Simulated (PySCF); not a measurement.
Br2ClGa, SMILES `[Cl][Ga]([Br])[Br]`, neutral singlet in the gas phase. 

Z-matrix (Å, degrees):
```
Ga
Cl 1 2.1176
Br 1 2.2580 2 119.61
Br 1 2.2580 2 119.61 3 180.00
```
Charge 0, spin multiplicity 1.

All levels are single points at this geometry (PBE0-D3(BJ)/def2-TZVP); Pople sets use spherical d functions. Orbital energies aren't observables, and empty levels follow the basis.

```json
[
 {"level": "PBE0-D3(BJ)/def2-TZVP in PySCF", "HOMO (eV)": "-8.84", "LUMO (eV)": "-2.14", "gap (eV)": "6.70", "dipole (D)": "0.31", "vertical IE, Delta-SCF (eV)": "10.80"},
 {"level": "ωB97X-D3(BJ)/def2-TZVP in PySCF", "HOMO (eV)": "-11.26", "LUMO (eV)": "-0.09", "gap (eV)": "11.16", "dipole (D)": "0.29", "vertical IE, Delta-SCF (eV)": "11.34"},
 {"level": "B3LYP/LANL2DZ in PySCF", "HOMO (eV)": "-8.76", "LUMO (eV)": "-2.71", "gap (eV)": "6.04", "dipole (D)": "0.57", "vertical IE, Delta-SCF (eV)": "–"},
 {"level": "BP86/6-31G* in PySCF", "HOMO (eV)": "-7.59", "LUMO (eV)": "-3.27", "gap (eV)": "4.31", "dipole (D)": "0.40", "vertical IE, Delta-SCF (eV)": "–"},
 {"level": "PBE/6-31G* in PySCF", "HOMO (eV)": "-7.48", "LUMO (eV)": "-3.14", "gap (eV)": "4.35", "dipole (D)": "0.41", "vertical IE, Delta-SCF (eV)": "–"},
 {"level": "HF/6-31G* in PySCF", "HOMO (eV)": "-11.79", "LUMO (eV)": "1.13", "gap (eV)": "12.92", "dipole (D)": "0.39", "vertical IE, Delta-SCF (eV)": "10.90"}
]
```
